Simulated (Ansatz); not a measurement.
System: H₂Be, singlet: symmetric bend, bond length relaxed. Scanned: H-Be-H angle. Other coordinates (Be-H bond length) were minimised at B3LYP/def2-TZVP.

- RKS-PBE/cc-pVQZ = restricted PBE/cc-pVQZ (Ansatz, an electronic-structure program)
- RKS-B3LYP/cc-pVQZ = restricted B3LYP/cc-pVQZ run with Ansatz
- FCI/cc-pVQZ = Ansatz with full CI/cc-pVQZ, frozen core

Energies relative to the lowest point of each profile, in mEh; the last columns give the error against full CI:

```tsv
a / °	RKS-PBE/cc-pVQZ	RKS-B3LYP/cc-pVQZ	FCI/cc-pVQZ	RKS-PBE/cc-pVQZ − FCI/cc-pVQZ	RKS-B3LYP/cc-pVQZ − FCI/cc-pVQZ
180	0.0	0.0	0.0	0.0	0.0
169.02	0.9	0.9	0.9	0.0	0.0
160.30	2.9	3.1	3.0	-0.1	0.1
151.98	6.0	6.2	6.1	-0.1	0.1
137.79	13.8	14.4	14.1	-0.3	0.3
132.37	17.6	18.4	18.1	-0.4	0.4
121.56	27.0	28.3	27.8	-0.7	0.5
110.79	38.7	40.6	39.9	-1.2	0.6
99.75	53.4	56.0	55.3	-1.8	0.8
91.34	66.6	70.0	69.2	-2.6	0.8
78.76	90.0	94.8	94.1	-4.1	0.7
68.02	113.3	119.6	119.5	-6.2	0.1
60	132.3	139.8	140.5	-8.2	-0.6
```

RKS-PBE/cc-pVQZ is furthest from FCI/cc-pVQZ at 60 (-8.2 mEh, below); its mean absolute error over the points is 2.0 mEh.

RKS-B3LYP/cc-pVQZ is furthest from FCI/cc-pVQZ at 91.34 (0.8 mEh, above); its mean absolute error over the points is 0.4 mEh.
